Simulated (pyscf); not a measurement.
PySCF, gas phase, ωB97X-D3(BJ)/def2-SVP geometries.

Q: What is the homolytic dissociation enthalpy (298 K, ωB97M-D3(BJ)/def2-TZVP) of the Ge–Se bond of Cl–GeH(Cl)–SeH, to Cl–GeH•–Cl + SeH•?

A: Ge–Se to Cl–GeH•–Cl + SeH•: 278.2 kJ/mol. The 7 functionals that were run give +272.7 (M06-2X) to +314.6 kJ/mol (ωB97X-D3(BJ)). Left out: the spin-orbit lowering of SeH, which is large for Br, Se, Te and I. Elements up to Kr have no core potential and no relativistic terms here.
